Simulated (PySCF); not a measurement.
**Electronic structure of Ne³⁺ (neon, charge +3) at the PW91 level**

Configuration: [He] 2s2 2p3, high-spin 4S determinant. All numbers are calculated (PySCF 2.14, the non-relativistic Hamiltonian (point nucleus), in aug-cc-pwCVDZ (5s4p2d, 27 functions)).

| Quantity | Value |
| --- | --- |
| Total energy | -124.2237 hartree |
| One-electron energy | -156.9522 hartree |
| Hartree (Coulomb) energy | 43.3627 hartree |
| Exchange-correlation energy | -10.6341 hartree |
| Kinetic energy | 123.64543 hartree |
| ⟨S²⟩ | 3.7509 |
| ⟨L²⟩ | 0.000 |
| Sum of ⟨r⟩ | 4.166 bohr |
| Sum of ⟨r²⟩ | 3.701 bohr² |
| Density at the nucleus (Gaussians lack the cusp) | 600 bohr⁻³ |
| Spin density at the nucleus | -0.708 bohr⁻³ |
| Langevin diamagnetic susceptibility | -2.93 ×10⁻⁶ cm³/mol |

| shell | electrons | mean orbital energy (eV) | rms radius, mean of both spins (bohr) |
| --- | --- | --- | --- |
| 1s α | 1 | -915.42 | 0.183 |
| 1s β | 1 | -911.86 | 0.183 |
| 2s α | 1 | -106.41 | 0.877 |
| 2s β | 1 | -98.019 | 0.877 |
| 2p α | 3 | -83.837 | 0.836 |
